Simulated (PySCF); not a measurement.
C3H10BNO, singlet, at a GFN2-xTB geometry; CASSCF(6,6)/STO-3G (PySCF).

Here is a job for PySCF.
```python
from pyscf import gto, scf, mcscf
import numpy

mol = gto.M(
    atom='''
B    -0.20641426    0.14780242    0.33534699
C    -0.40748843    0.12213379    1.91649428
H    -0.68964593   -0.86687967    2.27028101
H    -1.18938093    0.81356356    2.21396391
H     0.50128880    0.40582336    2.44239323
N     0.74818308   -0.65889479   -0.30480004
C     1.66694997   -1.59920244    0.29097990
H     0.84763645   -0.61627918   -1.30809595
H     2.70464764   -1.32106285    0.08032670
H     1.49841514   -2.61011399   -0.09399633
H     1.52271516   -1.60980340    1.36740619
O    -1.01619909    0.99950478   -0.35933527
C    -0.98028436    1.15420690   -1.75181020
H    -1.21158380    0.21414964   -2.26511895
H    -1.73459263    1.89625964   -2.01954748
H    -0.00018054    1.50872656   -2.09004865
''',
    basis='sto-3g',
    verbose=4,
)

mf = scf.RHF(mol)
mf.kernel()
mc = mcscf.CASSCF(mf, 6, 6)
mc.fix_spin_(ss=0.0)
mc.kernel()
occ = numpy.linalg.eigvalsh(mc.fcisolver.make_rdm1(mc.ci, mc.ncas, mc.nelecas))[::-1]
ss = mc.fcisolver.spin_square(mc.ci, mc.ncas, mc.nelecas)[0]
print('natural occupations', occ.round(4), ' <S^2>', round(ss, 4))
```

What does PySCF print? Leave out banner, timings and long lists.


```
PySCF version 2.14.0

[INPUT] verbose = 4
[INPUT] num. atoms = 16
[INPUT] num. electrons = 48
[INPUT] charge = 0
[INPUT] spin (= nelec alpha-beta = 2S) = 0
[INPUT] symmetry False subgroup None
[INPUT] Mole.unit = angstrom
[INPUT] Symbol           X                Y                Z      unit          X                Y                Z       unit  Magmom
[...]
nuclear repulsion = 238.091148748073
number of shells = 28
number of NR pGTOs = 120
number of NR cGTOs = 40
basis = sto-3g
ecp = {}

******** <class 'pyscf.scf.hf.RHF'> ********
method = RHF
initial guess = minao
damping factor = 0
level_shift factor = 0
DIIS = <class 'pyscf.scf.diis.CDIIS'>
diis_start_cycle = 1
diis_space = 8
diis_damp = 0
SCF conv_tol = 1e-09
SCF conv_tol_grad = None
SCF max_cycles = 50
direct_scf = True
direct_scf_tol = 1e-13
Set gradient conv threshold to 3.16228e-05
Initial guess from minao.
init E= -271.158924300286
[...]
cycle= 1 E= -270.019430672467  delta_E= 1.14  |g|= 0.491  |ddm|= 4.68
[...]
cycle= 2 E= -270.101545889925  delta_E= -0.0821  |g|= 0.144  |ddm|= 0.801
[...]
cycle= 3 E= -270.10782109996  delta_E= -0.00628  |g|= 0.0306  |ddm|= 0.201
[...]
cycle= 4 E= -270.108248926124  delta_E= -0.000428  |g|= 0.00551  |ddm|= 0.0608
[...]
cycle= 5 E= -270.108260883943  delta_E= -1.2e-05  |g|= 0.00132  |ddm|= 0.00962
[...]
cycle= 6 E= -270.108262070775  delta_E= -1.19e-06  |g|= 0.000385  |ddm|= 0.00297
[...]
cycle= 7 E= -270.108262159881  delta_E= -8.91e-08  |g|= 5.94e-05  |ddm|= 0.000943
[...]
cycle= 8 E= -270.108262162279  delta_E= -2.4e-09  |g|= 1.66e-05  |ddm|= 0.00014
[...]
cycle= 9 E= -270.108262162453  delta_E= -1.74e-10  |g|= 3.18e-06  |ddm|= 4.1e-05
[...]
Extra cycle  E= -270.108262162459  delta_E= -5.8e-12  |g|= 1.28e-06  |ddm|= 5.81e-06
converged SCF energy = -270.108262162459

******** <class 'pyscf.mcscf.mc1step.CASSCF'> ********
CAS (3e+3e, 6o), ncore = 21, nvir = 13
max_cycle_macro = 50
max_cycle_micro = 4
conv_tol = 1e-07
conv_tol_grad = None
orbital rotation max_stepsize = 0.02
orbital rotation threshold for CI restart = 0.01
augmented hessian ah_max_cycle = 30
augmented hessian ah_conv_tol = 1e-12
augmented hessian ah_linear dependence = 1e-14
augmented hessian ah_level shift = 1e-08
augmented hessian ah_start_tol = 2.5
augmented hessian ah_start_cycle = 3
augmented hessian ah_grad_trust_region = 3
kf_trust_region = 3
kf_interval = 4
ci_response_space = 4
ci_grad_trust_region = 3
with_dep4 0
natorb = False
canonicalization = True
sorting_mo_energy = False
ao2mo_level = 2
internal_rotation = False
******** <class 'pyscf.fci.addons.SpinPenaltyFCISolver'> ********
max. cycles = 50
conv_tol = 1e-08
davidson only = True
linear dependence = 1e-12
level shift = 0.001
max iter space = 12
nroots = 1
pspace_size = 400
spin = None
CASCI E = -270.116007416679  S^2 = 0.0000000
Set conv_tol_grad to 0.000316228
macro iter   1 ( 21 JK    4 micro), CASSCF E = -270.123528670123  dE = -7.52125344e-03  S^2 = 0.0000000
               |grad[o]|=0.0139  |grad[c]|=0.0543  |ddm|=0.0487  |maxRot[o]|=0.312
macro iter   2 ( 21 JK    4 micro), CASSCF E = -270.134669815797  dE = -1.11411457e-02  S^2 = 0.0000000
               |grad[o]|=0.0174  |grad[c]|=0.0913  |ddm|=0.0265  |maxRot[o]|=0.301
macro iter   3 ( 21 JK    4 micro), CASSCF E = -270.139704053383  dE = -5.03423759e-03  S^2 = 0.0000000
               |grad[o]|=0.0154  |grad[c]|=0.0211  |ddm|=0.00571  |maxRot[o]|=0.157
macro iter   4 ( 21 JK    4 micro), CASSCF E = -270.140569084846  dE = -8.65031463e-04  S^2 = 0.0000000
               |grad[o]|=0.00943  |grad[c]|=0.0239  |ddm|=0.0102  |maxRot[o]|=0.141
macro iter   5 ( 21 JK    4 micro), CASSCF E = -270.140646587827  dE = -7.75029813e-05  S^2 = 0.0000000
               |grad[o]|=0.00662  |grad[c]|= 0.02  |ddm|=0.00907  |maxRot[o]|=0.0483
macro iter   6 ( 21 JK    4 micro), CASSCF E = -270.140630227978  dE =  1.63598488e-05  S^2 = 0.0000000
               |grad[o]|=0.0062  |grad[c]|=0.0194  |ddm|=0.0092  |maxRot[o]|=0.0158
macro iter   7 ( 17 JK    4 micro), CASSCF E = -270.141768813102  dE = -1.13858512e-03  S^2 = 0.0000000
               |grad[o]|=0.00616  |grad[c]|=0.0146  |ddm|=0.00784  |maxRot[o]|=0.0688
macro iter   8 ( 15 JK    4 micro), CASSCF E = -270.142183172718  dE = -4.14359617e-04  S^2 = 0.0000000
               |grad[o]|=0.00441  |grad[c]|=0.00405  |ddm|=0.00212  |maxRot[o]|=0.0347
macro iter   9 ( 21 JK    4 micro), CASSCF E = -270.142483221110  dE = -3.00048391e-04  S^2 = 0.0000000
               |grad[o]|=0.00327  |grad[c]|=0.0101  |ddm|=0.00493  |maxRot[o]|=0.0566
macro iter  10 (  7 JK    2 micro), CASSCF E = -270.142590968390  dE = -1.07747280e-04  S^2 = 0.0000000
               |grad[o]|=0.00184  |grad[c]|=0.0136  |ddm|=0.0122  |maxRot[o]|=0.0601
macro iter  11 (  7 JK    2 micro), CASSCF E = -270.142787229568  dE = -1.96261178e-04  S^2 = 0.0000000
               |grad[o]|=0.00196  |grad[c]|=0.0162  |ddm|=0.0137  |maxRot[o]|=0.0648
macro iter  12 (  7 JK    2 micro), CASSCF E = -270.143190673628  dE = -4.03444059e-04  S^2 = 0.0000000
               |grad[o]|=0.0025  |grad[c]|=0.0181  |ddm|=0.0137  |maxRot[o]|=0.0673
macro iter  13 ( 21 JK    4 micro), CASSCF E = -270.146026537947  dE = -2.83586432e-03  S^2 = 0.0000000
               |grad[o]|=0.00359  |grad[c]|=0.0334  |ddm|=0.0103  |maxRot[o]|=0.303
macro iter  14 ( 21 JK    4 micro), CASSCF E = -270.147185541581  dE = -1.15900363e-03  S^2 = 0.0000000
               |grad[o]|=0.00686  |grad[c]|=0.0562  |ddm|=0.0258  |maxRot[o]|=  0.2
macro iter  15 ( 21 JK    4 micro), CASSCF E = -270.149053947520  dE = -1.86840594e-03  S^2 = 0.0000000
               |grad[o]|=0.00968  |grad[c]|=0.0164  |ddm|=0.00631  |maxRot[o]|=0.168
macro iter  16 ( 21 JK    4 micro), CASSCF E = -270.150122768597  dE = -1.06882108e-03  S^2 = 0.0000000
               |grad[o]|=0.00839  |grad[c]|=0.0346  |ddm|=0.0146  |maxRot[o]|= 0.12
macro iter  17 ( 21 JK    4 micro), CASSCF E = -270.150177926875  dE = -5.51582772e-05  S^2 = 0.0000000
[...]
macro iter  22 ( 17 JK    4 micro), CASSCF E = -270.151261453016  dE = -3.58846928e-04  S^2 = 0.0000000
               |grad[o]|=0.00507  |grad[c]|=0.00316  |ddm|=0.000893  |maxRot[o]|=0.0226
macro iter  23 ( 21 JK    4 micro), CASSCF E = -270.151279141971  dE = -1.76889557e-05  S^2 = 0.0000000
               |grad[o]|=0.00433  |grad[c]|=0.00831  |ddm|=0.00351  |maxRot[o]|=0.00603
macro iter  24 ( 21 JK    4 micro), CASSCF E = -270.151089768283  dE =  1.89373688e-04  S^2 = 0.0000000
               |grad[o]|=0.00418  |grad[c]|=0.0164  |ddm|=0.00765  |maxRot[o]|=0.0213
macro iter  25 ( 21 JK    4 micro), CASSCF E = -270.151690591237  dE = -6.00822954e-04  S^2 = 0.0000000
               |grad[o]|=0.00481  |grad[c]|=0.00311  |ddm|=0.00121  |maxRot[o]|=0.0357
macro iter  26 ( 21 JK    4 micro), CASSCF E = -270.151773968524  dE = -8.33772868e-05  S^2 = 0.0000000
               |grad[o]|=0.00356  |grad[c]|=0.0102  |ddm|=0.00445  |maxRot[o]|=0.00897
macro iter  27 ( 21 JK    4 micro), CASSCF E = -270.151736697233  dE =  3.72712911e-05  S^2 = 0.0000000
               |grad[o]|=0.00339  |grad[c]|=0.0184  |ddm|=0.00811  |maxRot[o]|=0.0142
macro iter  28 ( 21 JK    4 micro), CASSCF E = -270.152176254920  dE = -4.39557687e-04  S^2 = 0.0000000
               |grad[o]|=0.00385  |grad[c]|=0.00289  |ddm|=0.00113  |maxRot[o]|=0.0331
macro iter  29 ( 21 JK    4 micro), CASSCF E = -270.152200419676  dE = -2.41647565e-05  S^2 = 0.0000000
               |grad[o]|=0.00262  |grad[c]|=0.00871  |ddm|=0.00362  |maxRot[o]|=0.0123
macro iter  30 ( 21 JK    4 micro), CASSCF E = -270.152211191360  dE = -1.07716838e-05  S^2 = 0.0000000
               |grad[o]|=0.00261  |grad[c]|=0.0156  |ddm|=0.0061  |maxRot[o]|=0.0126
macro iter  31 (  7 JK    2 micro), CASSCF E = -270.152598782510  dE = -3.87591150e-04  S^2 = 0.0000000
               |grad[o]|=0.00277  |grad[c]|=0.0143  |ddm|=0.00586  |maxRot[o]|=0.0572
macro iter  32 (  6 JK    2 micro), CASSCF E = -270.152742365570  dE = -1.43583060e-04  S^2 = 0.0000000
               |grad[o]|=0.00137  |grad[c]|=0.00896  |ddm|=0.00432  |maxRot[o]|=0.0452
macro iter  33 ( 15 JK    4 micro), CASSCF E = -270.152710971780  dE =  3.13937896e-05  S^2 = 0.0000000
               |grad[o]|=0.000897  |grad[c]|=0.0442  |ddm|=0.013  |maxRot[o]|=0.0912
macro iter  34 ( 21 JK    4 micro), CASSCF E = -270.152756360898  dE = -4.53891175e-05  S^2 = 0.0000000
               |grad[o]|=0.0016  |grad[c]|=0.00195  |ddm|=0.000303  |maxRot[o]|=0.0142
macro iter  35 ( 21 JK    4 micro), CASSCF E = -270.152762631259  dE = -6.27036172e-06  S^2 = 0.0000000
               |grad[o]|=0.000716  |grad[c]|=0.00389  |ddm|=0.00054  |maxRot[o]|=0.0163
macro iter  36 (  7 JK    2 micro), CASSCF E = -270.152781372663  dE = -1.87414039e-05  S^2 = 0.0000000
               |grad[o]|=0.000435  |grad[c]|=0.00636  |ddm|=0.00101  |maxRot[o]|=0.0511
macro iter  37 (  5 JK    2 micro), CASSCF E = -270.152788923385  dE = -7.55072153e-06  S^2 = 0.0000000
               |grad[o]|=0.000421  |grad[c]|=0.00173  |ddm|=0.000359  |maxRot[o]|=0.0256
macro iter  38 (  9 JK    3 micro), CASSCF E = -270.152782004427  dE =  6.91895747e-06  S^2 = 0.0000000
               |grad[o]|=0.000395  |grad[c]|=0.00247  |ddm|=0.00124  |maxRot[o]|=0.028
macro iter  39 ( 21 JK    4 micro), CASSCF E = -270.152782437393  dE = -4.32965862e-07  S^2 = 0.0000000
               |grad[o]|=0.000429  |grad[c]|=0.00162  |ddm|=0.000175  |maxRot[o]|=0.00316
macro iter  40 (  6 JK    2 micro), CASSCF E = -270.152788566751  dE = -6.12935759e-06  S^2 = 0.0000000
               |grad[o]|=0.00016  |grad[c]|=0.00181  |ddm|=0.000229  |maxRot[o]|=0.0263
macro iter  41 ( 13 JK    4 micro), CASSCF E = -270.152768576543  dE =  1.99902082e-05  S^2 = 0.0000000
               |grad[o]|=0.000209  |grad[c]|=0.0112  |ddm|=0.00431  |maxRot[o]|=0.0542
macro iter  42 ( 21 JK    4 micro), CASSCF E = -270.152771103350  dE = -2.52680718e-06  S^2 = 0.0000000
               |grad[o]|=0.000511  |grad[c]|=0.00122  |ddm|=0.000136  |maxRot[o]|=0.00272
macro iter  43 (  7 JK    2 micro), CASSCF E = -270.152782238377  dE = -1.11350270e-05  S^2 = 0.0000000
               |grad[o]|=0.000339  |grad[c]|=0.00286  |ddm|=0.000342  |maxRot[o]|=0.0326
macro iter  44 (  5 JK    2 micro), CASSCF E = -270.152787774225  dE = -5.53584795e-06  S^2 = 0.0000000
               |grad[o]|=0.000238  |grad[c]|=0.00122  |ddm|=0.000246  |maxRot[o]|=0.0205
macro iter  45 (  8 JK    3 micro), CASSCF E = -270.152781051698  dE =  6.72252696e-06  S^2 = 0.0000000
               |grad[o]|=0.000279  |grad[c]|=0.00195  |ddm|=0.00103  |maxRot[o]|=0.0248
macro iter  46 ( 21 JK    4 micro), CASSCF E = -270.152781536815  dE = -4.85116857e-07  S^2 = 0.0000000
               |grad[o]|=0.000311  |grad[c]|=0.00158  |ddm|=0.000166  |maxRot[o]|=0.000767
macro iter  47 (  6 JK    2 micro), CASSCF E = -270.152787997782  dE = -6.46096782e-06  S^2 = 0.0000000
               |grad[o]|=0.000179  |grad[c]|=0.00174  |ddm|=0.000217  |maxRot[o]|=0.0249
macro iter  48 (  4 JK    1 micro), CASSCF E = -270.152790888439  dE = -2.89065702e-06  S^2 = 0.0000000
               |grad[o]|=0.000195  |grad[c]|=0.0017  |ddm|=0.000329  |maxRot[o]|=0.0199
macro iter  49 (  6 JK    2 micro), CASSCF E = -270.152791110240  dE = -2.21800235e-07  S^2 = 0.0000000
               |grad[o]|=0.000234  |grad[c]|=0.000249  |ddm|=0.000219  |maxRot[o]|=0.0024
macro iter  50 (  4 JK    1 micro), CASSCF E = -270.152791227239  dE = -1.16998820e-07  S^2 = 0.0000000
               |grad[o]|=4.38e-05  |grad[c]|=0.000138  |ddm|=4.19e-05  |maxRot[o]|=0.00195
1-step CASSCF not converged,  50 macro (787 JK 168 micro) steps
CASSCF canonicalization
Density matrix diagonal elements [1.98852011 1.97703996 1.98864262 0.01453158 0.02280965 0.00845608]
CASSCF energy = -270.152791227239
CASCI E = -270.152791227239  E(CI) = -10.6394968596080  S^2 = 0.0000000
natural occupations [1.9913 1.9871 1.9771 0.0229 0.0137 0.008 ]  <S^2> 0.0
```

Convergence was not reached.
